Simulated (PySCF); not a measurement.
This PySCF input asks for the NMR shieldings of SMILES C[S+](C)[AlH2-][C]1=C[C@@H]1F, C5H10AlFS; the geometry comes from GFN2-xTB.

```python
import basis_set_exchange as bse
import numpy as np
from pyscf import gto, dft
from pyscf.prop import nmr

atoms = """
C    -2.452693   -1.059769   -0.749152
S    -1.034384    0.035787   -1.025733
C    -1.233371    1.192471    0.353320
Al    0.455463   -1.452002    0.247026
C     1.984894   -0.183694    0.275166
C     3.024333    0.420860    0.837430
C     2.579912    1.036239   -0.404004
F     1.864299    2.235199   -0.329919
H    -2.537486   -1.693768   -1.626368
H    -3.348463   -0.456085   -0.640271
H    -2.287392   -1.673755    0.137752
H    -1.086741    0.675487    1.301957
H    -2.222766    1.636093    0.300606
H    -0.477070    1.961324    0.228030
H     0.365183   -2.640681   -0.755397
H    -0.430821   -1.559327    1.539733
H     3.713260    0.506828    1.642883
H     3.115084    1.025112   -1.344716
"""
names = dict.fromkeys(["C", "S", "Al", "F", "H"], "pcSseg-1")
basis = {el: gto.basis.parse(bse.get_basis(n, elements=[el], fmt="nwchem")) for el, n in names.items()}
mol = gto.M(atom=atoms, basis=basis, charge=0, verbose=0)
mf = dft.RKS(mol, xc="PBE0")
mf.grids.level = 2
mf.grids.alignment = dft.numint.BLKSIZE   # the property module wants whole blocks of grid points
mf.conv_tol = 1e-9
mf.kernel()

calc = nmr.RKS(mf)   # GIAO
C = mf.mo_coeff
Co = C[:, mf.mo_occ > 0]
resp = mf.gen_response(singlet=True, hermi=2)
def vind(x):   # induced exchange potential for any number of trial vectors
    d = np.einsum("pi,xij,qj->xpq", C, 2 * x.reshape(-1, C.shape[1], Co.shape[1]), Co, optimize=True)
    return np.einsum("xpq,pi,qj->xij", resp(d - d.transpose(0, 2, 1)), C, Co, optimize=True).ravel()
mo1, _ = nmr.rhf.solve_mo1(calc, with_cphf=vind)
sigma = calc.kernel(mo1)
for i, s in enumerate(sigma):   # ppm
    w = np.linalg.eigvalsh((s + s.T) / 2)
    print("%2d %-2s iso %8.1f  s11 %8.1f  s22 %8.1f  s33 %8.1f" % (i, mol.atom_pure_symbol(i), w.mean(), *w))
```

**Question.** What are the results?

**Answer.** 
```
 0 C  iso    162.5  s11    144.3  s22    154.2  s33    188.9
 1 S  iso    619.8  s11    459.1  s22    636.7  s33    763.6
 2 C  iso    158.9  s11    142.2  s22    147.8  s33    186.6
 3 Al iso    406.9  s11    363.3  s22    423.9  s33    433.4
 4 C  iso     36.4  s11   -110.1  s22     11.7  s33    207.7
 5 C  iso     37.4  s11   -118.4  s22     49.4  s33    181.1
 6 C  iso    115.1  s11     46.9  s22     68.0  s33    230.5
 7 F  iso    350.2  s11    244.6  s22    351.4  s33    454.5
 8 H  iso     29.4  s11     24.6  s22     25.8  s33     37.8
 9 H  iso     29.9  s11     24.6  s22     27.2  s33     37.7
10 H  iso     28.7  s11     22.9  s22     28.6  s33     34.6
11 H  iso     29.1  s11     24.7  s22     28.4  s33     34.4
12 H  iso     29.9  s11     24.5  s22     27.2  s33     37.9
13 H  iso     28.8  s11     22.7  s22     27.4  s33     36.3
14 H  iso     27.1  s11     23.6  s22     25.8  s33     31.9
15 H  iso     27.4  s11     24.4  s22     27.1  s33     30.9
16 H  iso     23.0  s11     18.1  s22     25.0  s33     26.0
17 H  iso     26.7  s11     22.0  s22     24.8  s33     33.2
```

These numbers come from an equivalent density-fitted implementation of the same equations, which agrees with the script to about 0.01 ppm for H and up to a few tenths of a ppm for heavy atoms, so last digits may differ.

Size and cost of the density-fitted run: 200 basis functions, 66 s wall time on 1 thread of an Arm Neoverse V2, shared host; peak memory 0.89 GiB.
